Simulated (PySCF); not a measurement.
LDA on Ta⁻ (tantalum, charge -1), [Xe] 4f14 5d4 6s2, high-spin 5D determinant. All numbers are calculated (PySCF 2.14, scalar relativity through the core potential, in def2-TZVPPD with the def2 core potential (60 electrons) (6s5p3d2f1g, 59 functions)).

```
cycle= 1 E= -56.7186566653291  delta_E= -0.0144  |g|= 0.0411  |ddm|= 0.83
cycle= 2 E= -56.7177047973365  delta_E= 0.000952  |g|= 0.0529  |ddm|= 0.213
cycle= 3 E= -56.7196377377308  delta_E= -0.00193  |g|= 0.00627  |ddm|= 0.129
cycle= 4 E= -56.7196685124678  delta_E= -3.08e-05  |g|= 0.000285  |ddm|= 0.0187
cycle= 5 E= -56.719668602128  delta_E= -8.97e-08  |g|= 2.7e-05  |ddm|= 0.00227
cycle= 6 E= -56.7196686028134  delta_E= -6.85e-10  |g|= 5.11e-06  |ddm|= 9.94e-05
converged SCF energy = -56.7196686028134  <S^2> = 6.0146786  2S+1 = 5.005868
```

Highest occupied orbital energy: 2.746 eV; ⟨L²⟩ = 6.04; populations by l: s 3.99, p 6.00, d 4.01, f 0.00.

Question: Can this result be used?

Answer: With care. The calculation finished and met its thresholds. Energies and moments cover only the electrons outside the core potential. Spin-orbit coupling, absent here, splits the open shell strongly. At LDA the highest occupied level has a positive energy, so only the finite basis holds that electron; in a semilocal or global hybrid functional this comes from self-interaction and does not mean that the real anion is unbound.
